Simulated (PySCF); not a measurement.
# A survey of $^{15}$N NMR shifts

Computed data (PySCF 2.14): σ from GIAO-PBE0/pcSseg-1, coordinates at the GFN2-xTB level. Isolated molecule, fast rotation and ring inversion assumed for equivalent nuclei, relativity neglected, a single conformation.

Shieldings were converted by a linear fit to measured shifts: $^{15}$N (scatter 6.3 ppm rms vs CH3NO2, solution or neat liquid). Occasional misses reach two or three times the rms, and more in compound classes unlike the fitted ones.

Problem. Give the $^{15}$N shifts of `COC(=O)[C@H](F)C#N`.

Solution. 
```
          compound       environment  δ (ppm)
COC(=O)[C@H](F)C#N  nitrile nitrogen   -100.1
```

Problem. Match the shifts -69.9, -106.8, -235.1, -377.9 ppm to `CC[SiH2]S[SiH2]N`, `Clc1ccccn1`, `c1ccn([SiH2]CC2CC2)c1`, `N#C[C@@H]1CO[C@H](F)O1`.

Solution. -69.9: Clc1ccccn1 (pyridine-type ring nitrogen); -106.8: N#C[C@@H]1CO[C@H](F)O1 (nitrile nitrogen); -235.1: c1ccn([SiH2]CC2CC2)c1 (pyrrole-type ring nitrogen); -377.9: CC[SiH2]S[SiH2]N (nitrogen bonded to Si, 2 H).
